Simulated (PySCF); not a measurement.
BCl, charge -1, doublet, geometry from GFN2-xTB (the spin is typed, not shown lowest) (in this run its highest filled SCF level lies above zero, so its values depend strongly on the basis, on diffuse functions most of all); BLYP/def2-SV(P) run with PySCF.

PySCF was given this input:
```python
from pyscf import gto, scf, dft

mol = gto.Mole()
mol.atom = '''
    B    -0.000000   -0.000000   -1.579667
    Cl    0.000000    0.000000    0.464608
'''
mol.basis = 'def2-sv(p)'
mol.charge = -1
mol.spin = 1
mol.verbose = 4
mol.build()

mf = dft.UKS(mol)
mf.xc = 'blyp'
mf.kernel()
mf.analyze()
```

Q: What does PySCF print? Leave out banner, timings and long lists.

A: 
```
PySCF version 2.14.0

[INPUT] verbose = 4
[INPUT] num. atoms = 2
[INPUT] num. electrons = 23
[INPUT] charge = -1
[INPUT] spin (= nelec alpha-beta = 2S) = 1
[INPUT] symmetry False subgroup None
[INPUT] Mole.unit = angstrom
[INPUT] Symbol           X                Y                Z      unit          X                Y                Z       unit  Magmom
[...]
nuclear repulsion = 22.0029413499651
number of shells = 14
number of NR pGTOs = 60
number of NR cGTOs = 32
basis = def2-sv(p)
ecp = {}

******** <class 'pyscf.dft.uks.UKS'> ********
method = UKS
initial guess = minao
damping factor = 0
level_shift factor = 0
DIIS = <class 'pyscf.scf.diis.CDIIS'>
diis_start_cycle = 1
diis_space = 8
diis_damp = 0
SCF conv_tol = 1e-09
SCF conv_tol_grad = None
SCF max_cycles = 50
direct_scf = True
direct_scf_tol = 1e-13
number electrons alpha = 12  beta = 11
XC library pyscf.dft.libxc version 7.1.2
    S. Lehtola, C. Steigemann, M. J. T. Oliveira, and M. A. L. Marques,  SoftwareX 7, 1–5 (2018)
XC functionals = blyp
    A. D. Becke,  Phys. Rev. A 38, 3098 (1988)
    C. Lee, W. Yang, and R. G. Parr,  Phys. Rev. B 37, 785 (1988)
    B. Miehlich, A. Savin, H. Stoll, and H. Preuss,  Chem. Phys. Lett. 157, 200 (1989)
radial grids:
    Treutler-Ahlrichs [JCP 102, 346 (1995); DOI:10.1063/1.469408] (M4) radial grids

becke partition: Becke, JCP 88, 2547 (1988); DOI:10.1063/1.454033
pruning grids: <function nwchem_prune>
grids dens level: 3
symmetrized grids: False
atomic radii adjust function: <function treutler_atomic_radii_adjust>
small_rho_cutoff = 0
Set gradient conv threshold to 3.16228e-05
tot grids = 32928
init E= -484.692261905399

cycle= 1 E= -484.751456457106  delta_E= -0.0592  |g|= 0.207  |ddm|= 1.02
cycle= 2 E= -484.736655284128  delta_E= 0.0148  |g|= 0.268  |ddm|= 0.695
cycle= 3 E= -484.774737434397  delta_E= -0.0381  |g|= 0.067  |ddm|= 0.395
cycle= 4 E= -484.778861295859  delta_E= -0.00412  |g|= 0.0125  |ddm|= 0.143
cycle= 5 E= -484.778973837869  delta_E= -0.000113  |g|= 0.00359  |ddm|= 0.0181
cycle= 6 E= -484.778985528248  delta_E= -1.17e-05  |g|= 0.000327  |ddm|= 0.00749
cycle= 7 E= -484.778985681358  delta_E= -1.53e-07  |g|= 0.000131  |ddm|= 0.00112
cycle= 8 E= -484.778985703056  delta_E= -2.17e-08  |g|= 2.16e-05  |ddm|= 0.00039
cycle= 9 E= -484.77898570387  delta_E= -8.14e-10  |g|= 6.62e-06  |ddm|= 8.69e-05
Extra cycle  E= -484.7789857038  delta_E= 6.95e-11  |g|= 1.31e-05  |ddm|= 3.5e-05
converged SCF energy = -484.7789857038  <S^2> = 0.75319942  2S+1 = 2.0031969
**** SCF Summaries ****
Total Energy =                        -484.778985703800345
Nuclear Repulsion Energy =              22.002941349965148
One-electron Energy =                 -717.498571363219753
Two-electron Energy =                  210.716644309454239
Two-electron Coulomb Energy =          243.117027867920342
DFT Exchange-Correlation Energy =      -32.400383558466118
**** MO energy ****
                             alpha | beta                alpha | beta
[...]
To work with the spin densities directly, `use mulliken_meta_spin()` only printing them here.

 ** Mulliken spin pop alpha/beta on meta-lowdin orthogonal AOs **
 ** Mulliken Spin Density (per AO)  **
spin_pop of  0 B 1s        0.00001
spin_pop of  0 B 2s        0.02151
spin_pop of  0 B 3s       -0.00317
spin_pop of  0 B 2px       0.15990
spin_pop of  0 B 2py       0.77329
spin_pop of  0 B 2pz      -0.01249
spin_pop of  0 B 3px       0.00336
spin_pop of  0 B 3py       0.01655
spin_pop of  0 B 3pz      -0.00101
spin_pop of  0 B 3dxy     -0.00016
spin_pop of  0 B 3dyz      0.00019
spin_pop of  0 B 3dz^2     0.00023
spin_pop of  0 B 3dxz      0.00005
spin_pop of  0 B 3dx2-y2   -0.00013
spin_pop of  1 Cl 1s        0.00000
spin_pop of  1 Cl 2s       -0.00000
spin_pop of  1 Cl 3s        0.00079
spin_pop of  1 Cl 4s       -0.00009
spin_pop of  1 Cl 2px       0.00000
spin_pop of  1 Cl 2py       0.00000
spin_pop of  1 Cl 2pz      -0.00000
spin_pop of  1 Cl 3px       0.00402
spin_pop of  1 Cl 3py       0.04015
spin_pop of  1 Cl 3pz      -0.00544
spin_pop of  1 Cl 4px       0.00000
spin_pop of  1 Cl 4py       0.00004
spin_pop of  1 Cl 4pz       0.00008
spin_pop of  1 Cl 3dxy     -0.00000
spin_pop of  1 Cl 3dyz      0.00205
spin_pop of  1 Cl 3dz^2    -0.00013
spin_pop of  1 Cl 3dxz      0.00040
spin_pop of  1 Cl 3dx2-y2   -0.00000
 ** Mulliken Spin Density (per atom)  **
spin density of  0 B =      0.95813
spin density of  1 Cl =      0.04187
 ** Mulliken pop alpha/beta on meta-lowdin orthogonal AOs **
 ** Mulliken pop       alpha | beta **
[...]
In total            12.00000 | 11.00000
 ** Mulliken atomic charges   ( Nelec_alpha | Nelec_beta ) **
charge of  0B =     -0.66757  (     3.31285      2.35472 )
charge of  1Cl =     -0.33243  (     8.68715      8.64528 )

WARN: System has nonzero charge -1; the dipole moment is origin-dependent.
Location of origin: [0. 0. 0.]

Dipole moment(X, Y, Z, Debye):  0.00000,  0.00000,  5.38567
```
